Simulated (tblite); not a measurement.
A geometry optimisation, step by step.

C5H10BN3.
SMILES with atom numbers: `[CH3:1][N+:2]([CH3:3])([CH3:4])[BH-:5]([C:6]#[N:7])[C:8]#[N:9]` (hydrogens: H10, H11, H12 on C1; H13, H14, H15 on C3; H16, H17, H18 on C4; H19 on B5)
Bond orders are those of one Lewis drawing.

Computed with GFN2-xTB (tblite), gas phase: L-BFGS steps from a force-field or distance-geometry start until the largest atomic force falls under 0.01 eV/Å. 10 of its 43 geometries are shown.

Step 0: E = -700.2287 eV, largest atomic force 1.540 eV/Å
```
atom  x, y, z in Å  |  force x, y, z in eV/Å
C1      0.260   -1.488   -0.726   -0.546  -0.342  -0.144
N2      0.271   -0.140   -0.098    1.274  -0.738   0.453
C3      1.377    0.637   -0.711   -0.118   0.664  -0.314
C4      0.570   -0.300    1.348    0.036  -0.553   0.643
B5     -1.111    0.583   -0.311   -0.921   0.634  -0.542
C6     -2.309   -0.214    0.277    0.050  -0.264   0.418
N7     -3.191   -0.804    0.721    0.189   0.120  -0.153
C8     -1.127    2.020    0.295    0.195  -0.179   0.271
N9     -1.145    3.076    0.745    0.022  -0.035  -0.066
H10     1.230   -1.998   -0.618   -0.235   0.298   0.001
H11     0.020   -1.413   -1.814    0.162   0.064   0.879
H12    -0.514   -2.150   -0.254    0.549   0.769  -0.358
H13     2.342    0.122   -0.602   -0.296   0.032   0.020
H14     1.186    0.794   -1.804    0.053  -0.161   0.965
H15     1.476    1.648   -0.235   -0.288  -0.890  -0.367
H16    -0.210   -0.917    1.877    0.571   0.643  -0.740
H17     1.548   -0.818    1.512   -0.620   0.328  -0.284
H18     0.629    0.671    1.873   -0.173  -0.342  -0.481
H19    -1.311    0.698   -1.484    0.096  -0.048  -0.200
```

Step 5: E = -700.4268 eV, largest atomic force 0.388 eV/Å
```
atom  x, y, z in Å  |  force x, y, z in eV/Å
C1      0.262   -1.484   -0.717   -0.023  -0.071  -0.019
N2      0.299   -0.158   -0.086   -0.006  -0.009  -0.002
C3      1.373    0.631   -0.705    0.064   0.067  -0.035
C4      0.579   -0.310    1.349    0.009  -0.047   0.066
B5     -1.143    0.602   -0.334    0.026   0.025  -0.059
C6     -2.295   -0.222    0.298   -0.015  -0.058   0.048
N7     -3.188   -0.808    0.721    0.109  -0.015   0.018
C8     -1.115    2.013    0.314    0.034  -0.365  -0.127
N9     -1.139    3.075    0.745    0.069   0.297   0.174
H10     1.226   -1.989   -0.618    0.022   0.034   0.039
H11     0.024   -1.400   -1.778    0.021   0.114   0.074
H12    -0.504   -2.112   -0.260   -0.016   0.144   0.061
H13     2.335    0.123   -0.602   -0.008  -0.032   0.038
H14     1.177    0.784   -1.766   -0.087  -0.083   0.072
H15     1.451    1.616   -0.242   -0.128  -0.079   0.061
H16    -0.201   -0.896    1.839   -0.021   0.031  -0.167
H17     1.539   -0.814    1.504   -0.041   0.018  -0.050
H18     0.617    0.661    1.842   -0.036   0.041  -0.135
H19    -1.305    0.696   -1.511    0.024  -0.011  -0.056
```

Step 9: E = -700.4428 eV, largest atomic force 0.217 eV/Å
```
atom  x, y, z in Å  |  force x, y, z in eV/Å
C1      0.263   -1.484   -0.714    0.002   0.076   0.026
N2      0.302   -0.159   -0.087   -0.029   0.023  -0.019
C3      1.375    0.629   -0.703   -0.066  -0.045   0.032
C4      0.579   -0.310    1.346   -0.045   0.043  -0.088
B5     -1.141    0.602   -0.343    0.004  -0.007   0.022
C6     -2.288   -0.226    0.301    0.115   0.048  -0.077
N7     -3.175   -0.816    0.728    0.012  -0.080   0.076
C8     -1.110    2.009    0.316    0.029  -0.188  -0.104
N9     -1.125    3.069    0.753    0.068   0.107   0.106
H10     1.230   -1.986   -0.612   -0.034  -0.021   0.017
H11     0.026   -1.381   -1.770    0.004  -0.013  -0.022
H12    -0.511   -2.091   -0.248   -0.014   0.002   0.007
H13     2.336    0.119   -0.595   -0.005   0.039   0.010
H14     1.162    0.772   -1.760    0.016   0.002  -0.021
H15     1.430    1.608   -0.230   -0.007   0.014   0.004
H16    -0.211   -0.895    1.814   -0.040  -0.006   0.004
H17     1.537   -0.814    1.498   -0.010   0.006   0.018
H18     0.610    0.669    1.820   -0.017   0.011  -0.003
H19    -1.300    0.694   -1.523    0.020  -0.012   0.011
```

Step 14: E = -700.4528 eV, largest atomic force 0.174 eV/Å
```
atom  x, y, z in Å  |  force x, y, z in eV/Å
C1      0.257   -1.476   -0.712   -0.022  -0.106  -0.038
N2      0.294   -0.154   -0.094    0.038  -0.027   0.005
C3      1.364    0.631   -0.701    0.078   0.077  -0.045
C4      0.562   -0.302    1.334    0.009  -0.022   0.107
B5     -1.135    0.599   -0.353   -0.025   0.026  -0.084
C6     -2.270   -0.234    0.291   -0.093  -0.080   0.118
N7     -3.129   -0.840    0.754    0.076  -0.014  -0.012
C8     -1.094    1.999    0.306    0.011   0.128   0.118
N9     -1.081    3.046    0.779    0.053  -0.072  -0.020
H10     1.215   -1.988   -0.598    0.023   0.000   0.007
H11     0.030   -1.376   -1.772   -0.016  -0.047  -0.007
H12    -0.521   -2.074   -0.241   -0.056  -0.026  -0.051
H13     2.329    0.132   -0.585    0.015  -0.019   0.015
H14     1.161    0.765   -1.762    0.024   0.048  -0.008
H15     1.412    1.608   -0.224   -0.007   0.059  -0.054
H16    -0.230   -0.889    1.797   -0.020   0.045   0.029
H17     1.519   -0.805    1.497   -0.019   0.004  -0.002
H18     0.595    0.679    1.805   -0.053   0.014   0.039
H19    -1.290    0.687   -1.528   -0.017   0.012  -0.118
```

Step 19: E = -700.4663 eV, largest atomic force 0.089 eV/Å
```
atom  x, y, z in Å  |  force x, y, z in eV/Å
C1      0.245   -1.481   -0.715    0.023   0.008   0.007
N2      0.288   -0.150   -0.105   -0.001   0.002  -0.007
C3      1.362    0.644   -0.705    0.009  -0.026   0.005
C4      0.536   -0.289    1.333   -0.003   0.006  -0.024
B5     -1.141    0.603   -0.382   -0.025   0.010   0.026
C6     -2.249   -0.249    0.294   -0.004   0.036  -0.026
N7     -3.057   -0.892    0.797   -0.002  -0.031   0.009
C8     -1.069    1.992    0.308   -0.034  -0.005  -0.024
N9     -0.999    3.017    0.822    0.024   0.010   0.005
H10     1.197   -1.997   -0.579    0.016  -0.024  -0.008
H11     0.031   -1.394   -1.779    0.025   0.001   0.008
H12    -0.550   -2.066   -0.253    0.007   0.006  -0.022
H13     2.327    0.152   -0.568    0.032   0.000  -0.001
H14     1.175    0.776   -1.770    0.008  -0.021   0.006
H15     1.391    1.628   -0.239   -0.004  -0.016  -0.016
H16    -0.264   -0.869    1.792    0.001   0.008  -0.015
H17     1.491   -0.792    1.505   -0.008   0.003   0.036
H18     0.558    0.694    1.802   -0.006  -0.002  -0.019
H19    -1.282    0.683   -1.565   -0.059   0.034   0.058
```

Step 23: E = -700.4687 eV, largest atomic force 0.081 eV/Å
```
atom  x, y, z in Å  |  force x, y, z in eV/Å
C1      0.249   -1.482   -0.715   -0.012  -0.002  -0.022
N2      0.289   -0.151   -0.108   -0.010  -0.002   0.006
C3      1.366    0.641   -0.706   -0.011   0.011  -0.013
C4      0.533   -0.287    1.331   -0.006  -0.004   0.028
B5     -1.147    0.606   -0.380    0.018  -0.006   0.003
C6     -2.253   -0.247    0.294   -0.021  -0.056   0.046
N7     -3.048   -0.903    0.801    0.017   0.015  -0.024
C8     -1.074    1.994    0.307    0.035   0.050   0.053
N9     -0.985    3.016    0.826   -0.004  -0.025  -0.028
H10     1.200   -2.004   -0.579   -0.025   0.013   0.012
H11     0.038   -1.395   -1.779    0.031   0.006  -0.023
H12    -0.552   -2.064   -0.260    0.026  -0.005   0.001
H13     2.335    0.153   -0.566   -0.032   0.014   0.003
H14     1.179    0.771   -1.770    0.023  -0.032  -0.014
H15     1.388    1.627   -0.245    0.020  -0.014   0.001
H16    -0.268   -0.865    1.788   -0.014  -0.003  -0.008
H17     1.486   -0.790    1.514   -0.010   0.011  -0.001
H18     0.552    0.696    1.797    0.000   0.016  -0.009
H19    -1.299    0.693   -1.558   -0.025   0.012  -0.012
```

Step 28: E = -700.4705 eV, largest atomic force 0.043 eV/Å
```
atom  x, y, z in Å  |  force x, y, z in eV/Å
C1      0.249   -1.482   -0.720    0.008   0.004   0.009
N2      0.287   -0.150   -0.111   -0.009   0.009  -0.012
C3      1.365    0.640   -0.709    0.008  -0.008   0.002
C4      0.525   -0.283    1.330   -0.006   0.006  -0.026
B5     -1.151    0.608   -0.378   -0.002   0.001   0.012
C6     -2.249   -0.255    0.302    0.031   0.019  -0.009
N7     -3.035   -0.921    0.808   -0.025  -0.017   0.007
C8     -1.065    1.995    0.316    0.005  -0.041  -0.011
N9     -0.963    3.015    0.832   -0.001   0.031   0.008
H10     1.196   -2.006   -0.571    0.021   0.012   0.007
H11     0.054   -1.395   -1.787    0.000   0.002   0.013
H12    -0.552   -2.064   -0.268   -0.017   0.000  -0.027
H13     2.333    0.157   -0.560    0.006  -0.029   0.015
H14     1.189    0.758   -1.777   -0.007   0.002   0.005
H15     1.388    1.628   -0.251   -0.012   0.012  -0.024
H16    -0.281   -0.860    1.782    0.008   0.016   0.005
H17     1.476   -0.784    1.522   -0.011   0.004  -0.015
H18     0.542    0.705    1.790   -0.011  -0.016   0.002
H19    -1.318    0.703   -1.556    0.014  -0.008   0.038
```

Step 33: E = -700.4714 eV, largest atomic force 0.016 eV/Å
```
atom  x, y, z in Å  |  force x, y, z in eV/Å
C1      0.252   -1.481   -0.721   -0.001   0.003  -0.004
N2      0.286   -0.149   -0.113    0.003  -0.004   0.011
C3      1.366    0.637   -0.711   -0.007  -0.003  -0.001
C4      0.522   -0.281    1.327    0.005  -0.001   0.015
B5     -1.151    0.608   -0.371    0.002  -0.003   0.006
C6     -2.247   -0.258    0.308   -0.008   0.005   0.002
N7     -3.038   -0.925    0.806    0.001  -0.002   0.002
C8     -1.061    1.995    0.322   -0.011   0.007   0.000
N9     -0.962    3.020    0.829    0.003   0.000   0.003
H10     1.200   -2.002   -0.567   -0.004   0.003   0.004
H11     0.062   -1.394   -1.789    0.006   0.001  -0.008
H12    -0.553   -2.065   -0.278    0.000   0.005  -0.005
H13     2.332    0.150   -0.555   -0.007   0.005   0.002
H14     1.192    0.751   -1.779    0.005  -0.006  -0.004
H15     1.388    1.629   -0.260    0.000  -0.003  -0.008
H16    -0.284   -0.856    1.781   -0.008  -0.007  -0.003
H17     1.473   -0.782    1.520    0.012  -0.007  -0.006
H18     0.538    0.705    1.788    0.001   0.012   0.001
H19    -1.324    0.707   -1.546    0.009  -0.005  -0.007
```

Step 37: E = -700.4715 eV, largest atomic force 0.013 eV/Å
```
atom  x, y, z in Å  |  force x, y, z in eV/Å
C1      0.252   -1.480   -0.722   -0.002   0.000   0.001
N2      0.285   -0.149   -0.113   -0.003   0.004  -0.004
C3      1.365    0.637   -0.711    0.002   0.004  -0.001
C4      0.522   -0.281    1.328    0.000  -0.002  -0.007
B5     -1.152    0.608   -0.370   -0.007   0.004  -0.004
C6     -2.248   -0.258    0.309   -0.001   0.001  -0.001
N7     -3.037   -0.927    0.806   -0.002   0.000   0.003
C8     -1.062    1.995    0.322   -0.001   0.001  -0.001
N9     -0.960    3.020    0.830   -0.001   0.000   0.002
H10     1.200   -2.001   -0.566   -0.002  -0.003   0.002
H11     0.064   -1.393   -1.790    0.007   0.006   0.002
H12    -0.554   -2.064   -0.280   -0.004  -0.001  -0.002
H13     2.331    0.150   -0.553    0.003   0.001   0.002
H14     1.193    0.749   -1.780   -0.002  -0.010  -0.001
H15     1.387    1.629   -0.262   -0.002   0.006  -0.001
H16    -0.285   -0.856    1.780    0.010   0.001   0.003
H17     1.473   -0.783    1.519   -0.004   0.003   0.006
H18     0.537    0.707    1.788    0.006  -0.011   0.002
H19    -1.323    0.706   -1.545    0.005  -0.004   0.001
```

Step 42: E = -700.4716 eV, largest atomic force 0.010 eV/Å
```
atom  x, y, z in Å  |  force x, y, z in eV/Å
C1      0.252   -1.479   -0.722    0.001   0.001   0.000
N2      0.284   -0.149   -0.112    0.002  -0.002   0.003
C3      1.365    0.637   -0.711   -0.001  -0.003   0.001
C4      0.522   -0.281    1.328    0.002   0.000   0.004
B5     -1.153    0.609   -0.369    0.005  -0.003  -0.002
C6     -2.249   -0.257    0.309    0.006   0.002  -0.004
N7     -3.036   -0.928    0.808   -0.002   0.002   0.002
C8     -1.063    1.996    0.323    0.003  -0.007  -0.004
N9     -0.959    3.020    0.831   -0.003   0.003   0.002
H10     1.198   -2.001   -0.563   -0.001  -0.004   0.004
H11     0.069   -1.391   -1.791   -0.001   0.001   0.000
H12    -0.556   -2.063   -0.284   -0.003   0.004  -0.004
H13     2.330    0.151   -0.551    0.002   0.004   0.003
H14     1.194    0.744   -1.781    0.000   0.001   0.001
H15     1.385    1.631   -0.266   -0.004   0.000  -0.005
H16    -0.284   -0.857    1.781   -0.001  -0.003   0.002
H17     1.473   -0.783    1.520    0.004  -0.003  -0.003
H18     0.538    0.706    1.789    0.001   0.003   0.003
H19    -1.321    0.704   -1.545   -0.009   0.004  -0.002
```

Question: Summarise the path.

Answer: The energy falls by 5.60 kcal/mol from step 0 to step 42; nine tenths of that is first reached at step 12. It rises by more than 0.2 meV at step 6. The largest force goes from 1.540 to 0.010 eV/Å. Among the bonds N2–B5 changes most, from 1.574 to 1.645 Å; the atoms move by 0.101 Å rms after alignment.

Question: Follow the three bonds and two angles with the largest change from start to end.

Answer: 
```tsv
step	E above end (kcal/mol)	largest force (eV/Å)	N2–B5 (Å)	C4–H16 (Å)	C1–H12 (Å)	N2–B5–C6 (°)	N2–B5–C8 (°)
0	5.60	1.540	1.574	1.127	1.123	113.0	112.3
2	2.61	2.992	1.653	1.084	1.085	110.6	110.5
4	1.29	0.289	1.652	1.090	1.090	110.3	110.2
5	1.03	0.388	1.649	1.092	1.091	110.1	109.9
7	0.83	0.169	1.651	1.089	1.088	109.6	109.4
9	0.66	0.217	1.652	1.088	1.088	109.6	109.5
11	0.59	0.110	1.648	1.089	1.089	109.5	109.5
13	0.49	0.216	1.640	1.090	1.089	109.4	109.3
15	0.36	0.136	1.631	1.088	1.087	108.7	108.6
16	0.27	0.154	1.630	1.087	1.086	108.2	108.1
18	0.14	0.083	1.635	1.089	1.088	107.3	107.2
20	0.11	0.084	1.641	1.090	1.090	107.3	107.2
22	0.08	0.108	1.646	1.089	1.090	107.4	107.3
24	0.06	0.049	1.647	1.089	1.089	107.2	107.2
26	0.04	0.089	1.647	1.089	1.088	107.0	107.0
27	0.03	0.090	1.647	1.089	1.089	106.9	106.9
29	0.02	0.040	1.648	1.089	1.089	106.9	106.9
31	0.01	0.056	1.647	1.089	1.089	106.9	106.9
33	0.01	0.016	1.645	1.089	1.089	106.9	106.9
35	0.00	0.018	1.644	1.089	1.089	106.9	106.9
37	0.00	0.013	1.645	1.089	1.089	106.9	106.9
38	0.00	0.013	1.645	1.089	1.089	107.0	107.0
40	0.00	0.015	1.645	1.089	1.089	107.0	107.0
42	0.00	0.010	1.645	1.089	1.089	106.9	106.9
```

The cost below is that of the whole relaxation. Hardware: one thread of an Arm Neoverse N1, shared host with 64 logical CPUs at a one-minute load of 56. Cost: 0.49 s wall.
